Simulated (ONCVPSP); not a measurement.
## LDA (Perdew-Wang 92) ONCV dataset for Ru (Z = 44), scalar-relativistic all-electron reference.

Input for ONCVPSP 4.0.1:

```
# ATOM AND REFERENCE CONFIGURATION
# atsym  z   nc   nv     iexc    psfile
  Ru 44.00    8    2  -001012      upf
#
#   n    l    f
    1    0    2.00
    2    0    2.00
    2    1    6.00
    3    0    2.00
    3    1    6.00
    3    2   10.00
    4    0    2.00
    4    1    6.00
    4    2    7.00
    5    0    1.00
#
# PSEUDOPOTENTIAL AND OPTIMIZATION
# lmax
    2
#
#   l,   rc,      ep,       ncon, nbas, qcut
    0    2.30    0.00    5   10    3.10
    1    2.40    0.18    4    7    3.10
    2    1.60    0.00    4    7    6.20
#
# LOCAL POTENTIAL
# lloc, lpopt,  rc(5),   dvloc0
    2    5    1.60    0.00
#
# VANDERBILT-KLEINMAN-BYLANDER PROJECTORs
# l, nproj, debl
    0    2    2.00
    1    1    1.10
    2    0    0.80
#
# MODEL CORE CHARGE
# icmod, fcfact, rcfact
    0    0.00    0.00
#
# LOG DERIVATIVE ANALYSIS
# epsh1, epsh2, depsh
   -2.00    5.00    0.02
#
# OUTPUT GRID
# rlmax, drl
    6.00    0.01
#
# TEST CONFIGURATIONS
# ncnf
    4
# nvcnf
#   n    l    f
    2
    4    2    7.00
    5    0    0.00
#
    2
    4    2    6.00
    5    0    0.00
#
    2
    4    2    5.00
    5    0    0.00
#
    2
    4    2    7.00
    5    0    0.50
#
```

Command:

```bash
oncvpsp.x < Ru.dat > Ru.out
```

Output (shortened: citation, most of the input echo, consistency checks and plot data are left out):

```
ONCVPSP  (Optimized Norm-Conservinng Vanderbilt PSeudopotential)
scalar-relativistic version 4.0.1

#   n    l    f        energy (Ha)
    1    0    2.00    -8.0512426E+02
    2    0    2.00    -1.1578971E+02
    2    1    6.00    -1.0377679E+02
    3    0    2.00    -2.0370752E+01
    3    1    6.00    -1.6423206E+01
    3    2   10.00    -1.0050365E+01
    4    0    2.00    -2.8091578E+00
    4    1    6.00    -1.7099166E+00
    4    2    7.00    -1.9847021E-01
    5    0    1.00    -1.6576711E-01

Reference configufation results
  iterations    29
  all-electron total energy (Ha)   -4.52627844D+03

Begin loop to  construct optimized pseudo wave functions
and semi-local pseudopoentials for all angular momenta

   Wellstate for l =  0  n =  7
     eigenvalue =   1.8342
     asymptotic potential =   2.3342
     half-point radius =  4.6385

Calculating optimized projector #   1

 for l=   0

    Fraction of norm inside rc  0.201832
    Optimizing pswf for qcut=   3.10 a_B^-1,  ecut=   4.82 Ha
    Residual kinetic energy error=  4.82D-04 Ha

    Energy error per electron        Cutoff
         Ha          eV             Ha
         0.01000     0.27211        1.98
         0.00100     0.02721        3.43
         0.00010     0.00272       45.69
         0.00001     0.00027       56.41

Calculating optimized projector #   2

 for l=   0

    Fraction of norm inside rc  0.137437
    Optimizing pswf for qcut=   3.10 a_B^-1,  ecut=   4.82 Ha
    Residual kinetic energy error=  9.65D-03 Ha

    Energy error per electron        Cutoff
         Ha          eV             Ha
         0.01000     0.27211        4.80
         0.00100     0.02721        5.87
         0.00010     0.00272        7.68
         0.00001     0.00027       17.87

   Wellstate for l =  1  n =  5
     eigenvalue =   0.1800
     asymptotic potential =   0.6800
     half-point radius =  3.7577

Calculating optimized projector #   1

 for l=   1

    Fraction of norm inside rc  0.264551
    Optimizing pswf for qcut=   3.10 a_B^-1,  ecut=   4.80 Ha
    Residual kinetic energy error=  1.99D-03 Ha

    Energy error per electron        Cutoff
         Ha          eV             Ha
         0.01000     0.27211        2.17
         0.00100     0.02721       11.72
         0.00010     0.00272       24.84
         0.00001     0.00027       34.04

Calculating optimized projector #   1

 for l=   2

    Fraction of norm inside rc  0.541069
    Optimizing pswf for qcut=   6.20 a_B^-1,  ecut=  19.20 Ha
    Residual kinetic energy error=  3.00D-03 Ha

    Energy error per electron        Cutoff
         Ha          eV             Ha
         0.01000     0.27211       16.50
         0.00100     0.02721       30.39
         0.00010     0.00272       62.72
         0.00001     0.00027       73.32

Construct Vanderbilt / Kleinmman-Bylander projectors

B matrix Hermiticity error, ll=   0
   1   2   -8.6099E-05

  Orthonormal projector coefficients  5.4628E+00  3.1775E+00

Pseudoatom total energy  -16.164961

Diagnostic tests using Vanderbilt-Kleinman-Bylander pseudopotentials
  1 or more projectors used as specified by nproj input data

   l    rcore       rmatch      e in        delta e   norm test  slope test

   0   2.3077669   2.3778357  -0.1657671  -0.0000001   1.0000234   1.0000176
run_diag: lschvkbbe ERROR   2   2   0  60  1.83423290E+00  1.60080961E+00
   0   2.3077669   2.3778357   1.8342329  -0.2334233   1.5726396   1.0729583

   1   2.4064553   2.4795205   0.1800000   0.0000028   1.0000006   1.0000006

   2   1.6021941   1.6508401  -0.1984702  -0.0000005   1.0000009   1.0000056

 Testing for bound ghosts
   n   l    E NL Schr. Eq   E Basis Diag.   E Cutoff

       0                       -2.020302     83.53  WARNING - GHOST(-)
   1   0       -0.165767       -0.156944     83.53

       1                       -0.583290     26.21  WARNING - GHOST(-)
   2   1       -0.037711       -0.004677     26.21

 Testing for highly-localized positive-energy ghosts
       l    <radius>/rc     E Basis Diag.   E Cutoff

Test configuration 0

   n   l     f        eae           eps        diff
   1   0  2.0000 -805.12426046
   2   0  2.0000 -115.78970750
   2   1  6.0000 -103.77679466
   3   0  2.0000  -20.37075191
   3   1  6.0000  -16.42320577
   3   2 10.0000  -10.05036483
   4   0  2.0000   -2.80915782
   4   1  6.0000   -1.70991663
   4   2  7.0000   -0.19847021   -0.19847072   -5.09D-07
   5   0  1.0000   -0.16576711   -0.16576716   -5.30D-08

    Total energies and differences
      AE_ref= -4.52627844D+03  AE_tst= -4.52627844D+03  dif=  0.00D+00
      PS_ref= -1.61649612D+01  PS_tst= -1.61649612D+01  dif=  6.75D-14
      PSP excitation error= -6.75D-14

Test configuration 1

   n   l     f        eae           eps        diff
   1   0  2.0000 -805.39814972
   2   0  2.0000 -116.05951823
   2   1  6.0000 -104.04687564
   3   0  2.0000  -20.64190698
   3   1  6.0000  -16.69434753
   3   2 10.0000  -10.32114732
   4   0  2.0000   -3.08357152
   4   1  6.0000   -1.98543476
   4   2  7.0000   -0.47044028   -0.46900916    1.43D-03

    Total energies and differences
      AE_ref= -4.52627844D+03  AE_tst= -4.52599894D+03  dif=  2.79D-01
      PS_ref= -1.61649612D+01  PS_tst= -1.58853542D+01  dif=  2.80D-01
      PSP excitation error= -1.09D-04

Test configuration 2

psatom: WARNING lschvkbb convergence error n,l,iter=   1   0  36
ea(ii),et,emin,emax -5.009084E-01 -5.149340E-01 -5.149340E-01 -5.149340E-01
run_config: WARNING for fully non-local PS atom, stg. 1
 WARNING no output for configuration 3

Test configuration 3

psatom: WARNING lschvkbb convergence error n,l,iter=   1   0  22
ea(ii),et,emin,emax -4.547598E-01 -4.766022E-01 -4.766022E-01 -4.766022E-01
run_config: WARNING for fully non-local PS atom, stg. 1
 WARNING no output for configuration 4

Test configuration 4

   n   l     f        eae           eps        diff
   1   0  2.0000 -805.25520311
   2   0  2.0000 -115.91882687
   2   1  6.0000 -103.90603509
   3   0  2.0000  -20.50051125
   3   1  6.0000  -16.55295957
   3   2 10.0000  -10.17995407
   4   0  2.0000   -2.94054911
   4   1  6.0000   -1.84187797
   4   2  7.0000   -0.32916691   -0.32860207    5.65D-04
   5   0  0.5000   -0.27845562   -0.27852927   -7.37D-05

    Total energies and differences
      AE_ref= -4.52627844D+03  AE_tst= -4.52616774D+03  dif=  1.11D-01
      PS_ref= -1.61649612D+01  PS_tst= -1.60542259D+01  dif=  1.11D-01
      PSP excitation error= -4.28D-05
```

Note: ghosts flagged at negative energy: s at -55.0 eV, p at -15.9 eV; no localised positive-energy state flagged. A true bound ghost makes a file unfit for plane-wave use.

The run took about 3 s on one core of a shared server CPU.
